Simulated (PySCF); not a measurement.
The second ionisation energy along the 4d series

All values are computed (PySCF 2.14, energy differences of UHF-based or UKS calculations, no spin-orbit coupling). Values in eV. The last column holds reference values (NIST; (s) semi-empirical, (t) theoretical, else measured). Unmarked ones compare directly (S terms, centres of terms, or small fine structure); those marked * lie between the lowest fine-structure levels and include a spin-orbit shift.

```
                         element             configurations  r2SCAN  SCS-MP2 (valence)  MP2 (valence and next inner shell)  CCSD (valence and next inner shell)  CCSD(T) (valence and next inner shell)  CCSD(T) (valence)           reference
Zr (ANO-RCC-VTZP, spin-free X2C)    [Kr] 4d2 5s1 → [Kr] 4d2  13.243             12.344                              12.966                               12.906                                  12.950             12.570             13.13 *
Nb (ANO-RCC-VTZP, spin-free X2C)        [Kr] 4d4 → [Kr] 4d3     n/a             13.276                              14.137                               13.994                                  14.043             13.727         14.32 (s) *
Mo (ANO-RCC-VTZP, spin-free X2C)        [Kr] 4d5 → [Kr] 4d4  16.361             15.295                              16.136                               15.949                                  16.000             15.805  16.16 ± 0.12 (s) *
Tc (ANO-RCC-VTZP, spin-free X2C)    [Kr] 4d5 5s1 → [Kr] 4d5  15.483             14.436                              15.184                               15.050                                  15.106             14.855           15.26 (s)
Ru (ANO-RCC-VTZP, spin-free X2C)        [Kr] 4d7 → [Kr] 4d6  16.755             16.490                              16.450                               16.290                                  16.385             16.338  16.76 ± 0.06 (s) *
Rh (ANO-RCC-VTZP, spin-free X2C)        [Kr] 4d8 → [Kr] 4d7  18.196             17.891                              18.058                               17.721                                  17.833             17.783         18.08 (s) *
Pd (ANO-RCC-VTZP, spin-free X2C)        [Kr] 4d9 → [Kr] 4d8  19.341             19.300                              19.624                               19.151                                  19.273             19.241  19.43 ± 0.12 (s) *
Ag (ANO-RCC-VTZP, spin-free X2C)       [Kr] 4d10 → [Kr] 4d9  21.767             21.572                              21.907                               21.423                                  21.533             21.551            21.484 *
Cd (ANO-RCC-VTZP, spin-free X2C)  [Kr] 4d10 5s1 → [Kr] 4d10  17.146             16.631                              16.942                               16.770                                  16.860             16.760              16.908
```

"Valence" correlates the outer s and p shells and, in groups 3 to 12 and the f block, the outer d or f shell, open or full, or the next shell where the ion has no valence electron left; the wider scheme adds the next inner shell.
